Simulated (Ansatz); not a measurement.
## 1,2-elimination

Start structure (CH$_{5}$BrSi, singlet), relaxed at PBE0-D4/def2-TZVP:

```xyz
8
angstrom
Si -0.7764 -0.3270 0.0843
Br -1.3288 -0.8637 -2.0076
C 0.9248 0.4194 0.1097
H 1.6601 -0.2812 -0.2905
H -1.8016 0.6270 0.5723
H -0.8399 -1.5749 0.8831
H 0.9555 1.3322 -0.4882
H 1.2062 0.6681 1.1369
```

The step: CH₅BrSi ([CH3][SiH2][Br]) → CH₄Si ([CH2][SiH2]) + HBr; bonds formed: Br2–H4; bonds broken: Si1–Br2, C3–H4. Program: Ansatz 0.2.0. Basis: def2-TZVPP and def2-QZVPP. Cores are frozen in the correlated methods. Filled d shells of the heavier atoms are correlated. The def2 sets are not built for correlating such inner shells, so the correlated values are less sure here. Extrapolation: Hartree–Fock as exp(−7.88 √X), correlation as X^−2.97. Energies below are by CCSD(T) at an estimated basis limit (MP2 extrapolated from triple and quadruple zeta, plus CCSD(T) − MP2 in triple zeta).

What are the electronic barrier and the energy of the step, from the start structure to the end structure? (Judge from chemistry; the value comes from the calculation.)

Computed: Barrier 3.521 eV; step energy 3.208 eV (uphill); reverse barrier, their difference, 0.313 eV. Barrier and step energy count from the start structure, the reverse barrier from the end structure.

The saddle point: One imaginary mode of 523i cm⁻¹.
| pair | start (Å) | saddle (Å) | end (Å) |
| --- | --- | --- | --- |
| Br2–H4 | 3.50 | 1.60 | 1.46 |
| Si1–Br2 | 2.23 | 3.12 | 4.15 |
| C3–H4 | 1.09 | 1.71 | 2.11 |

Zero-point energy (harmonic, PBE0-D4): ZPE is 1.491 eV at the start and 1.263 eV at the saddle, so the barrier goes from 3.521 to 3.292 eV.

First-order rate constant out of the start structure at 898 K by transition-state theory, with harmonic vibrational free energies alone and no tunnelling: ΔA‡ = 3.260 eV, so k = (kB T/h) exp(−ΔA‡/kB T) ≈ 10^-5 s⁻¹ (an order of magnitude at best: rotation, the number of equivalent paths and anharmonicity are left out).

T1 diagnostic: at most 0.012. The restricted Hartree–Fock reference is unstable towards an unrestricted one at one or more of these structures.

Labels in which every atom is bracketed show which atoms are joined, not bond orders.

For scale, one of the runs: CCSD(T)/def2-TZVPP, 191 basis functions (an equivalent command: `ansatz run in.yaml --threads 4`). Hardware: 4 CPU threads, shared host. Wall time 32 s; peak host memory 2 GiB.
